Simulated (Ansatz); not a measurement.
Born–Oppenheimer molecular dynamics of CH5BClN (9 atoms, charge 0, multiplicity 1). It starts from a relaxed structure.

Computed with RKS BLYP-D4/def2-SVP (Ansatz 0.2.0).

```
ensemble        : NVT, Langevin thermostat
time step       : 0.5 fs
steps asked     : 100
set temperature : 1000 K
friction        : 0.02 /fs
seed            : 536869
```

First frame:

```xyz
9
Properties=species:S:1:pos:R:3
B 0.102 0.179 0.013
C 0.026 -0.086 1.567
H -0.815 -0.771 1.804
H 0.955 -0.524 1.988
H -0.187 0.858 2.113
N 1.230 -0.106 -0.770
H 2.083 -0.508 -0.379
H 1.271 0.068 -1.775
Cl -1.331 0.891 -0.834
```

How far do the bonds stretch over the last three quarters of this one trajectory? (Pairs bonded in most of those frames.)


```
  bond  mean (Å)  spread (Å)  shortest  longest
 B1–C2     1.589       0.081      1.46     1.71
 B1–N6     1.389       0.022      1.36     1.43
B1–Cl9     1.804       0.071      1.70     1.91
 C2–H3     1.126       0.048      1.05     1.22
 C2–H4     1.123       0.020      1.10     1.16
 C2–H5     1.119       0.028      1.06     1.16
 N6–H7     1.031       0.050      0.95     1.11
 N6–H8     1.025       0.022      0.98     1.07
```

Mean temperature of the second half: 784 K. The mean temperature of the second half is 22 % below the set value. A run of 0.05 ps of so small a system gives no equilibrium averages.

Time of the run: 4.2 min on 1 thread of Arm Neoverse V1, on a shared host, peak memory 0.12 GiB.
